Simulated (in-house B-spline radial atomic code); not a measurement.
Atomic self-consistent-field run: As8+. Computed with an all-electron radial atomic-structure program (B-spline basis): scalar-relativistic (X2C) LDA exchange-only, spin-polarised, spherical fractional occupations, Fermi nucleus of rms radius 4.0968 fm.

Command:
```bash
python run_scf.py task.json out
```
Settings (nuclear radius in fm, mass in u):
```
Z                33
configuration    [Ar] 3d7
hamiltonian      x2c
method           lda,
spin_polarised   True
nucleus          fermi
rms_radius       4.0968
atomic_mass      74.92159
speed_of_light   137.035999084
```

Output (hartree, bohr):
```
 radial grid: 64 intervals, B-splines of order 8, outer radius 7.931 bohr

 iter        energy (Eh)    residual
    1       -2204.224394    1.38e+00
    2       -2222.720137    9.08e-01
    3       -2231.182394    2.40e-01
    4       -2231.830931    4.96e-02
    5       -2231.849363    3.18e-02
    6       -2231.861819    1.21e-03
    7       -2231.861833    4.34e-05
    8       -2231.861833    2.03e-06
    9       -2231.861833    8.54e-08

 total energy                     -2231.86183
 kinetic                            2283.6703
 electron-nucleus                  -5238.5871
 Hartree                             796.0062
 exchange-correlation                -72.9512

 orbital      occ     eigenvalue          <r>       <r^2>       <1/r>       r_max
 1s up      1.000      -435.7533    0.0451692  0.00275806     34.1205     0.02932
 1s down    1.000      -435.7513    0.0451685  0.00275794     34.1208     0.02932
 2s up      1.000       -60.9459     0.202809    0.048562     7.47128      0.1704
 2s down    1.000       -60.8153     0.202578   0.0484489     7.48114      0.1703
 2p up      3.000       -54.2791     0.177268   0.0384967     7.22495      0.1362
 2p down    3.000       -54.1789     0.177009    0.038377     7.23362      0.1361
 3s up      1.000       -12.9308     0.579792    0.385514     2.48977      0.5148
 3s down    1.000       -12.7323     0.581729    0.388191     2.47883      0.5156
 3p up      3.000       -10.8415     0.588054    0.402864     2.34311      0.5104
 3p down    3.000       -10.6448     0.590737    0.406715     2.33076      0.5115
 3d up      5.000        -7.4032     0.587831    0.417156     2.11109      0.4507
 3d down    2.000        -7.1976     0.593633     0.42635     2.09579       0.453
```

Cost of the run: 0.16 s on 1 thread of Arm Neoverse V2, with other jobs on the host.

One-electron X2C: radii and densities carry no picture-change correction, so inner-shell <1/r> comes out high (for 1s by about 2 % at Z = 33, 5 % at 54, 10 % at 75, 30 % at 118) and <r> low.
